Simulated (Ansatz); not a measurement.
Consider the substitution at a C–B bond: `CC(F)BF` + `[SiH3]S` → `CC(F)S[SiH3]` + `BF`.

Computed with Ansatz on PBE0-D4/def2-TZVP structures; ΔE is electronic, products minus reactants. CCSD(T)/CBS is the MP2 limit (def2-TZVPP, def2-QZVPP) plus CCSD(T) − MP2 in def2-TZVPP, frozen cores. This one scheme is used for every species. DFT in def2-TZVPP. Each species was taken in one conformer, which may not be the lowest.

| level | ΔE (kJ/mol) |
| --- | --- |
| ωB97X-V | 41.6 |
| MP2/def2-QZVPP | 35.1 |

(1) What does CCSD(T)/CBS give? (Estimate.)

Largest T1 diagnostic among the species: 0.013.

## Answers

(1) Ansatz gave: +39.5 kJ/mol. The listed levels differ from it by 2.1, -4.4 kJ/mol.

The D4 term adds −9.1 kJ/mol with B3LYP and −5.0 kJ/mol with PBE0; it sums over pairs of atoms, weighted by their polarisabilities, and B3LYP, whose exchange is more repulsive, gets the larger term. In def2-TZVPP, CCSD(T) changes the Hartree–Fock value by −11.5 kJ/mol (the triples alone add −4.2 kJ/mol) and MP2 by −16.6 kJ/mol.

B3LYP here is the variant with VWN-RPA as its local correlation; programs differ in this.
